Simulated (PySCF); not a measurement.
Cu(NH3)I (singlet state).
Geometry (PBE0-D3(BJ)/def2-SVP, Å), atoms numbered from 1 in this order:
```
atom  x, y, z in Å
Cu1   -0.0074    0.0052   -1.0976
N2     0.0016   -0.0018    0.8590
H3    -0.4125    0.8457    1.2504
H4     0.9482   -0.0676    1.2367
H5    -0.5230   -0.7894    1.2432
I6    -0.0070    0.0079   -3.4918
```

The calculation used PBE0-D3(BJ)/def2-SVP geometry optimisation, gas phase, def2 core potentials past Kr in PySCF 2.14.0.

Take the most abundant isotopes and a rigid rotor. 

(1) Give the principal moments of inertia and the rotational constants in MHz.

(2) Classify the top.

(3) Where do the R-branch lines fall?

(4) Estimate the classical rotational partition function at 50 K, 200 K and 500 K.

Results:

(1) Ia = 2.71, Ib = 448.24, Ic = 448.24 u·Å²; 505379 MHz·u·Å²/I gives A = 186640, B = 1127, C = 1127 MHz.

(2) A prolate symmetric top, as the point group C3v requires two equal moments; Ray's κ = -1.000.

(3) The dipole of 9.53 D lies along the symmetry axis, so ΔK = 0 and J+1 ← J falls at 2B(J+1) for every K: 2.25 GHz, 4.51 GHz, 6.76 GHz, 9.02 GHz, 11.27 GHz for J = 0 to 4.

(4) Point group C3v, symmetry number σ = 3; q = (√π/σ)·√((kT/h)³/(ABC)), k/h = 20836.6 MHz/K: 1290 at 50 K, 10300 at 200 K, 40800 at 500 K.

Stationary, but not proved a minimum. Constants of a rigid frame at the computed geometry: no zero-point averaging, no centrifugal distortion.
